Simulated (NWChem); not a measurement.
System: CH4BeO; SMILES [BeH][O]C

NWChem input:

```
start job
memory heap 200 mb stack 900 mb global 1100 mb
geometry units angstroms noautoz
  Be    -0.012231     1.643562    -0.002768
  H     -0.032232     2.982477    -0.006257
  O      0.008451     0.240649     0.001508
  C     -0.004052    -1.143023    -0.000636
  H      0.891072    -1.555315     0.517670
  H     -0.906362    -1.539356     0.517734
  H     -0.007328    -1.544944    -1.039114
end
basis spherical
  Be library 6-31g*
  H library 6-31g*
  O library 6-31g*
  C library 6-31g*
end
dft
  xc xpbe96 cpbe96
  grid xfine
  iterations 150
  mulliken
end
task dft gradient
```

NWChem printed, in part:

```
             Northwest Computational Chemistry Package (NWChem) 7.3.0
             --------------------------------------------------------

 C1  symmetry detected

                             Geometry "geometry" -> ""
                             -------------------------

 Output coordinates in angstroms (scale by  1.889725989 to convert to a.u.)

  No.       Tag          Charge          X              Y              Z
 ---- ---------------- ---------- -------------- -------------- --------------
    1 Be                   4.0000    -0.00470038     1.64430378    -0.00059984
    2 H                    1.0000    -0.02090607     2.98327411    -0.00179073
    3 O                    8.0000     0.01205636     0.24133316     0.00128855
    4 C                    6.0000    -0.00472679    -1.14229403    -0.00050893
    5 H                    1.0000     0.92840431    -1.55760236     0.44295259
    6 H                    1.0000    -0.86299481    -1.53634604     0.58944839
    7 H                    1.0000    -0.09379205    -1.54344196    -1.03546570

 Effective nuclear repulsion energy (a.u.)      56.6942453512

  pbe96 is a nonlocal functional; adding pw91lda local functional.

                                 NWChem DFT Module
                                 -----------------

 Summary of "ao basis" -> "ao basis" (spherical)
 ------------------------------------------------------------------------------
       Tag                 Description            Shells   Functions and Types
 ---------------- ------------------------------  ------  ---------------------
 Be                          6-31g*                  6       14   3s2p1d
 H                           6-31g*                  2        2   2s
 O                           6-31g*                  6       14   3s2p1d
 C                           6-31g*                  6       14   3s2p1d

            General Information
            -------------------
          SCF calculation type: DFT
          Wavefunction type:  closed shell.
          No. of atoms     :     7
          No. of electrons :    22
           Alpha electrons :    11
            Beta electrons :    11
          Charge           :     0
          Spin multiplicity:     1
          Use of symmetry is: off; symmetry adaption is: off
          Maximum number of iterations: 150
          AO basis - number of functions:    50
                     number of shells:    26
          Convergence on energy requested:  1.00D-06
          Convergence on density requested:  1.00D-05
          Convergence on gradient requested:  5.00D-04

              XC Information
              --------------
          PerdewBurkeErnzerhof Exchange Functional  1.000
            Perdew 1991 LDA Correlation Functional  1.000 local
           PerdewBurkeErnz. Correlation Functional  1.000 non-local

             Grid Information
             ----------------
          Grid used for XC integration:  xfine
          Radial quadrature: Mura-Knowles
          Angular quadrature: Lebedev.
          Tag              B.-S. Rad. Rad. Pts. Rad. Cut. Ang. Pts.
          ---              ---------- --------- --------- ---------
          Be                  1.05      100          10.0      1454
          H                   0.35      100          12.0      1202
          O                   0.60      100           8.0      1454
          C                   0.70      100          11.0      1454
          Grid pruning is: on
          Number of quadrature shells:   700
          Spatial weights used:  Erf1

      Superposition of Atomic Density Guess
      -------------------------------------

 Sum of atomic energies:        -128.97430057

      Non-variational initial energy
      ------------------------------

 Total energy =    -130.057389
 1-e energy   =    -286.512167
 2-e energy   =      99.760532
 HOMO         =      -0.382843
 LUMO         =       0.057751

     ---------------------------------------------
      Total Density - Mulliken Population Analysis
     ---------------------------------------------

    Atom       Charge   Shell Charges
 -----------   ------   -------------------------------------------------------
    1 Be   4     3.62   2.00  0.47  0.53  0.48  0.06  0.07
    2 H    1     1.00   0.43  0.57
    3 O    8     8.73   2.00  0.92  3.21  0.80  1.78  0.01
    4 C    6     6.20   2.00  0.69  1.82  0.64  1.00  0.06
    5 H    1     0.82   0.48  0.34
    6 H    1     0.82   0.48  0.34
    7 H    1     0.82   0.48  0.34

   convergence    iter        energy       DeltaE   RMS-Dens  Diis-err
 ---------------- ----- ----------------- --------- --------- ---------
 d= 0,ls=0.0,diis     1   -130.2547189592 -1.87D+02  2.73D-02  6.08D-01
 d= 0,ls=0.0,diis     2   -129.9313253221  3.23D-01  1.78D-02  3.82D+00
 d= 0,ls=0.0,diis     3   -130.3272418198 -3.96D-01  3.87D-03  4.43D-02
 d= 0,ls=0.0,diis     4   -130.3298599081 -2.62D-03  1.78D-03  2.21D-02
 d= 0,ls=0.0,diis     5   -130.3326444432 -2.78D-03  3.02D-04  1.79D-04
  Resetting Diis
 d= 0,ls=0.0,diis     6   -130.3326780613 -3.36D-05  4.82D-05  4.65D-06
 d= 0,ls=0.0,diis     7   -130.3326790184 -9.57D-07  1.46D-05  2.04D-07
 d= 0,ls=0.0,diis     8   -130.3326789351  8.33D-08  9.18D-06  1.05D-06

[...]

                         DFT ENERGY GRADIENTS

    atom               coordinates                        gradient
                 x          y          z           x          y          z
   1 Be     -0.008882   3.107284  -0.001134   -0.000067   0.008692  -0.000023
   2 H      -0.039507   5.637571  -0.003384   -0.000041  -0.000938   0.000004
   3 O       0.022783   0.456054   0.002435    0.000089  -0.009578   0.000014
   4 C      -0.008932  -2.158623  -0.000962    0.000114   0.007499   0.000027
   5 H       1.754430  -2.943442   0.837059    0.002750  -0.001972   0.001313
   6 H      -1.630824  -2.903273   1.113896   -0.002574  -0.001827   0.001770
   7 H      -0.177241  -2.916682  -1.956746   -0.000272  -0.001876  -0.003104
```

Level: PBE/6-31G* (spherical d). The geometry was optimised at PBE-D3(BJ)/def2-SVP.
